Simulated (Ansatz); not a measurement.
`FC1=CC(F)CC1` and `FC1C=CCC1` differ in one atom or group.

Ansatz, PBE0-D4/def2-TZVP geometries, multiplicity 1. 

```tsv
property	`FC1=CC(F)CC1`
HOMO energy (PBE/def2-TZVPP) / eV	-6.34
size of the dipole moment (B3LYP/def2-TZVPP) / D	1.95
HOMO–LUMO gap (ωB97M-V/def2-TZVPP) / eV	12.05
HOMO–LUMO gap (B3LYP/def2-TZVPP) / eV	7.21
LUMO energy (ωB97M-V/def2-TZVPP) / eV	2.26
LUMO energy (PBE0/def2-TZVPP) / eV	0.13
```

**Question.** What does the change do to each property? (Estimate.)

**Answer.** Ansatz gave: 
```
                                        property  `FC1C=CCC1`  shift
               HOMO energy (PBE/def2-TZVPP) / eV        -6.45  -0.11
size of the dipole moment (B3LYP/def2-TZVPP) / D         2.05   0.10
         HOMO–LUMO gap (ωB97M-V/def2-TZVPP) / eV        11.93  -0.12
           HOMO–LUMO gap (B3LYP/def2-TZVPP) / eV         7.10  -0.11
           LUMO energy (ωB97M-V/def2-TZVPP) / eV         2.10  -0.16
              LUMO energy (PBE0/def2-TZVPP) / eV        -0.02  -0.15
```

Dipoles are sizes alone; their direction can turn.

Positive LUMOs are unbound, so they and the gaps depend on the basis.

B3LYP here is the variant with VWN-RPA as its local correlation; programs differ in this.
